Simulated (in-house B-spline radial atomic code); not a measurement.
Configurations of Ar⁸⁺, with energies counted from [He] 2s2 2p6. Method: scalar-relativistic (X2C) OLYP, spin-polarised, spherical fractional occupations, Fermi nucleus of rms radius 3.4274 fm. Calculated with a radial B-spline atomic code at the basis-set limit. Shells without spins written out take the highest spin.

```
                             configuration  E - E(ref) (eV)  highest orbital  its <r> (bohr)
                          [He] 2s2 2p5 3d1            293.8            3d up           1.064
[He] 2s2 2p(2 up, 3 down) 3d(1 up, 0 down)           294.43            3d up           1.072
[He] 2s(0 up, 1 down) 2p6 3p(0 up, 1 down)           333.59          3p down           1.105
                          [He] 2s1 2p6 3d1           357.33            3d up           1.065
```

Question: Order these further configurations by energy, lowest first.
A. [He] 2s2 2p(2 up, 3 down) 3p(1 up, 0 down)
B. [He] 2s2 2p5 3p1
C. [He] 2s1 2p6 3s1
D. [He] 2s2 2p(3 up, 2 down) 3s(1 up, 0 down)

Answer: D (252.12 eV), B (269.63 eV), A (270.28 eV), C (315.92 eV).
